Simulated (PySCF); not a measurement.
Tellurium: a sound run and one with changed settings

Sound run: Te⁺ [Kr] 4d10 5s2 5p3, Te²⁺ [Kr] 4d10 5s2 5p2. Calculation: PySCF 2.14, in x2c-TZVPall (8s6p4d2f, 60 functions); scalar relativity by spin-free X2C-1e. In the sound run the correlated levels freeze [Kr] 4d10. The sound run starts from symmetry-adapted Hartree-Fock orbitals and uses a fine grid where one is needed.

A second run was set up differently.

```csv
species,method,sound run (hartree),changed run (hartree),converged
Te⁺,MP2,-6790.62860,-6791.11634,yes
Te²⁺,MP2,-6789.93943,-6790.42021,yes
```

Ionisation energy of Te⁺:

```csv
method,sound run (eV),changed run (eV)
UHF,18.361,18.361
MP2,18.753,18.943
SCS-MP2,18.634,18.766
```

Q: What was changed?
A. all electrons correlated in a valence basis
B. level shift left on
C. a valence shell is frozen
D. minimal basis

A: A. A valence basis has no tight correlating functions, so it recovers only part of the core correlation, and not evenly between atom and ion.
